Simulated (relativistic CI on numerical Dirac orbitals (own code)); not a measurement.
Sb⁵⁺: q coefficients and field-shift factors

Calculated at this level of theory: Dirac-Coulomb-Breit CI, separate exchange-only KLI orbitals for each configuration, valence Slater integrals scaled by 0.85, P86 correlation energy added to each configuration, derivatives by finite differences, QED left out (own radial code, finite nucleus).

Configurations in the expansion (outside the closed core [Kr]): 4d10, 4d9.5s, 4d9.4f, 4d9.5p, 4d9.5d, 4d9.5f. Double excitations out of closed p, d and f shells are left out; levels of such configurations are missing from the list, as are those of other unlisted configurations, and high levels can miss mixing partners.

With x = (α/α₀)² − 1 an excitation energy changes as ω = ω₀ + qx; K = 2q/ω₀ is the relative enhancement. Terms are leading LS components, so labels can repeat. The field-shift factor is F = δν/δ⟨r²⟩ for the transition from the lowest level.

Lowest level 4d10 1S_0.

```csv
Level,ω₀ (cm⁻¹),q (cm⁻¹),K,F (GHz/fm²)
4d9.5s 3D_3,250392,-32710,-0.261,21.9
4d9.5s 3D_2,253160,-31550,-0.249,21.7
4d9.5s 3D_1,260444,-22860,-0.176,22.1
4d9.5s 1D_2,263730,-23140,-0.176,21.5
4d9.5p 3P°_2,337995,-24350,-0.144,3.68
4d9.5p 3F°_3,341216,-25550,-0.15,3.71
4d9.5p 3P°_1,348282,-13400,-0.0769,3.58
4d9.5p 3F°_4,349126,-14830,-0.085,3.43
4d9.5p 3F°_2,349137,-16240,-0.093,3.78
4d9.5p 1D°_2,354652,-16010,-0.0903,3.53
4d9.5p 3P°_0,355025,-4955,-0.0279,3.56
4d9.5p 3D°_3,355733,-14620,-0.0822,3.43
4d9.5p 1P°_1,357696,-15050,-0.0842,3.67
```

At this charge configurations can still be misplaced by up to about 7 % of their energy. Levels and lines within the n = 5 or 6 shells can be off by up to 10 % or somewhat more, and those that change n by about 2 %, since core polarisation is missing.
